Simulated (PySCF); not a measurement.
## Excitation energy of Co(2+) by level of theory

Co(2+) [Ar] 3d7 (4F) → Co(2+) [Ar] 3d6 4p1 (high-spin determinant), as a difference of total energies. Calculation: PySCF 2.14, in def2-TZVPPD (6s6p4d2f1g, 67 functions); the non-relativistic Hamiltonian (point nucleus). Correlated levels: valence and next inner shell: [Ne] frozen. The calculations carry no spin-orbit coupling.

| method | excitation energy (cm⁻¹) |
| --- | --- |
| UHF | 88452 |
| MP2 (valence and next inner shell) | 101970 |
| SCS-MP2 (valence and next inner shell) | 102620 |
| CCSD (valence and next inner shell) | 98855 |
| CCSD(T) (valence and next inner shell) | 98946 |

A first-order spin-orbit estimate (lowest level to lowest level, LS coupling) adds 0.065 eV.

The determinant of the upper state mixes LS terms, which raises its energy above the lowest term, most at the Hartree-Fock and MP2 levels.
